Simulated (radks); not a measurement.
Species: the barium ion Ba2+. Configuration: [Kr] 4d10 5s2 5p5 7p1 (not the ground configuration). All-electron calculation, scalar-relativistic Kohn-Sham, SCAN, spin-unpolarised, spherical densities, finite nucleus; meta-GGA in the generalised Kohn-Sham scheme; Fermi nuclear charge, rms radius 4.8378 fm. Program: a radial shooting solver on a logarithmic mesh with Libxc functionals.

Radial electron density D(r) = 4 pi r^2 rho(r):

r (bohr),D(r) (e/bohr)
0.002801,12.93
0.003287,16.40
0.003888,20.82
0.004563,25.85
0.005355,31.68
0.006334,38.57
0.007433,45.69
0.008723,53.00
0.01032,60.36
0.01211,66.43
0.01421,70.88
0.01668,73.16
0.01973,72.93
0.02315,70.57
0.02717,67.20
0.03214,64.48
0.03771,64.74
0.04426,69.13
0.05235,77.88
0.06143,87.64
0.07209,94.66
0.0846,95.19
0.1001,87.91
0.1174,77.36
0.1378,70.03
0.163,70.76
0.1913,77.57
0.2245,82.01
0.2656,75.22
0.3117,57.90
0.3658,39.16
0.4292,28.93
0.5077,29.22
0.5958,32.75
0.6992,31.66
0.8271,24.38
0.9707,16.07
1.139,10.45
1.347,7.751
1.581,6.449
1.856,4.977
2.178,3.179
2.576,1.559
3.023,0.6452
3.547,0.2439
4.196,0.07752
4.924,0.008123
5.779,0.01928
6.836,0.1121
8.022,0.1877
9.414,0.1712
11.05,0.08639
13.07,0.02191
15.34,0.003179
18,0.0002461

D(r) has 5 maxima, at r = 0.0179, 0.0787, 0.225, 0.630, 8.48 bohr, and minima at 0.0345, 0.148, 0.461, 5.25 bohr, inside which lie 1.97, 11.19, 28.94, 53.15 electrons.
